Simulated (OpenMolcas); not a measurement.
Lines of Yb V: computed and rescaled rates

| Quantity | Value |
| --- | --- |
| Program | OpenMolcas |
| Method | SS-CASPT2, IPEA 0.25 Eh, imaginary shift 0.1 Eh (closed shells correlated: 5s 5p) |
| Basis | ANO-RCC-VQZP [9s8p6d4f3g2h] |
| Scalar Hamiltonian | DKH2, point nucleus |
| Active space | 12 electrons in 7 orbitals (4f) |
| State averaging | 2S+1 = 3 even, 21 roots; 2S+1 = 1 even, 28 roots (27 in the spin-orbit step) |
| Spin-orbit coupling | state interaction with AMFI integrals over the reference wave functions, term energies averaged over their components |

Rates come from the transition moments of the reference wave functions (E1 and E2 in the length form). At fixed line strength A goes as λ^-3 for E1 and M1 and as λ^-5 for E2, so a rate at the computed wavelength can be rescaled to the measured one. Measured vacuum wavelengths follow from level energies in the list in Tchang-Brillet, Wyart, Meftah and Ait Mammar, Atoms 6, 52 (2018). Branching counts decays inside the model space alone, at computed energies, and the table is only a selection of the E2 and M1 lines, drawn from those between levels with measured partners whose computed energy lies within a factor of 1.5 of the measured one.

```json
{"Upper": "4f12 1G4 [55 %]", "Lower": "4f12 3H5", "Type": "M1", "λ computed (nm)": "666", "λ measured (nm)": "684.3", "A computed (s-1)": "3.83e+01", "A rescaled (s-1)": "", "Branching %": "74.7"}
{"Upper": "4f12 3P2 [64 %]", "Lower": "4f12 3F3", "Type": "M1", "λ computed (nm)": "334.9", "λ measured (nm)": "373.9", "A computed (s-1)": "2.92e+01", "A rescaled (s-1)": "", "Branching %": "56.7"}
{"Upper": "4f12 3H5", "Lower": "4f12 3H6", "Type": "M1", "λ computed (nm)": "1027", "λ measured (nm)": "1044", "A computed (s-1)": "2.44e+01", "A rescaled (s-1)": "2.32e+01", "Branching %": "99.7"}
{"Upper": "4f12 1I6", "Lower": "4f12 3H6", "Type": "M1", "λ computed (nm)": "234.8", "λ measured (nm)": "256.2", "A computed (s-1)": "1.98e+01", "A rescaled (s-1)": "", "Branching %": "75.0"}
{"Upper": "4f12 3F3", "Lower": "4f12 3F4 [61 %]", "Type": "M1", "λ computed (nm)": "947.6", "λ measured (nm)": "974.6", "A computed (s-1)": "1.86e+01", "A rescaled (s-1)": "1.71e+01", "Branching %": "99.6"}
{"Upper": "4f12 1G4 [55 %]", "Lower": "4f12 3H4 [57 %]", "Type": "M1", "λ computed (nm)": "1002", "λ measured (nm)": "1022", "A computed (s-1)": "9.39e+00", "A rescaled (s-1)": "", "Branching %": "18.3"}
{"Upper": "4f12 3H4 [57 %]", "Lower": "4f12 3F4 [61 %]", "Type": "M1", "λ computed (nm)": "1194", "λ measured (nm)": "1206", "A computed (s-1)": "7.04e+00", "A rescaled (s-1)": "", "Branching %": "74.8"}
{"Upper": "4f12 1I6", "Lower": "4f12 3H5", "Type": "M1", "λ computed (nm)": "304.4", "λ measured (nm)": "339.5", "A computed (s-1)": "6.53e+00", "A rescaled (s-1)": "", "Branching %": "24.8"}
{"Upper": "4f12 1G4 [55 %]", "Lower": "4f12 3F4 [61 %]", "Type": "M1", "λ computed (nm)": "544.6", "λ measured (nm)": "553.1", "A computed (s-1)": "2.61e+00", "A rescaled (s-1)": "", "Branching %": "5.1"}
{"Upper": "4f12 3H4 [57 %]", "Lower": "4f12 3H5", "Type": "M1", "λ computed (nm)": "1987", "λ measured (nm)": "2072", "A computed (s-1)": "2.36e+00", "A rescaled (s-1)": "2.08e+00", "Branching %": "25.1"}
{"Upper": "4f12 1G4 [55 %]", "Lower": "4f12 3F3", "Type": "M1", "λ computed (nm)": "1281", "λ measured (nm)": "1279", "A computed (s-1)": "9.68e-01", "A rescaled (s-1)": "", "Branching %": "1.9"}
{"Upper": "4f12 3F2", "Lower": "4f12 3F4 [61 %]", "Type": "E2", "λ computed (nm)": "872.4", "λ measured (nm)": "928.9", "A computed (s-1)": "8.08e-04", "A rescaled (s-1)": "5.90e-04", "Branching %": "3.6"}
{"Upper": "4f12 3F4 [61 %]", "Lower": "4f12 3H6", "Type": "E2", "λ computed (nm)": "1565", "λ measured (nm)": "1636", "A computed (s-1)": "4.41e-05", "A rescaled (s-1)": "3.53e-05", "Branching %": "100.0"}
```

Spin-changing lines and M1 lines between different terms are not rescaled, since their strength hangs on the term gaps too.

The largest correction is for 4f12 3F2 → 4f12 3F4 [61 %] (E2): 8.08e-04 × (872.4 / 928.9)^5 = 5.90e-04 s-1, a factor of 0.73.

The computed rate and branching of 4f12 3F4 [61 %] → 4f12 3H6 give the upper level a radiative lifetime of 1.000 / 4.41e-05 s-1 = 2.27e+04 s, counting decays inside the model space alone. The rescaled rate gives about 2.8e+04 s.

These are rates of the free ion; in crystals, glasses and complexes forced electric-dipole and non-radiative decay shorten such lifetimes by orders of magnitude. No measured rate stands beside these. Rescaling mends the energy factor alone: line strengths can still be far off where a level mixes with configurations outside the active space, and weak or spin-changing lines hang on small mixing coefficients that depend on the term gaps too, so rescaling need not improve them.

CASPT2 breaks the degeneracy within a term, and the mean is taken; among the terms shown or strongly mixed into the levels shown the widest spread is 1100 cm-1 (4f12 1I). Some high roots are left out of the spin-orbit mixing, which shifts the levels that they would mix with. Computed and measured levels are paired by configuration, term and J; levels that our copy of the source lacks, or whose pairing is in doubt (as where it misses far off the trend of its configuration), stay unpaired. Only configurations of the active space appear.

A share in square brackets marks a mixed level and gives the weight of the term that names it.
